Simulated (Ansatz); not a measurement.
Harmonic frequencies (cm⁻¹) at PBE0-D4/def2-TZVP from Ansatz: 54, 105, 131, 152, 256, 331, 383, 417, 523, 560, 647, 692, 725, 800, 888, 933, 994, 1165, 1273, 1473, 1561, 1904, 3138, 3149, 3228, 3581, 3675.

Each molecule was computed in one conformer, which needn't be the lowest.

Q: Which molecule is it?
A. `BBCBI`
B. `O[SiH]([SiH3])[TeH]`
C. `[NH2][Zn][CH]1[CH2][SbH]1`
D. `COC#C[SiH3]`

A: C.
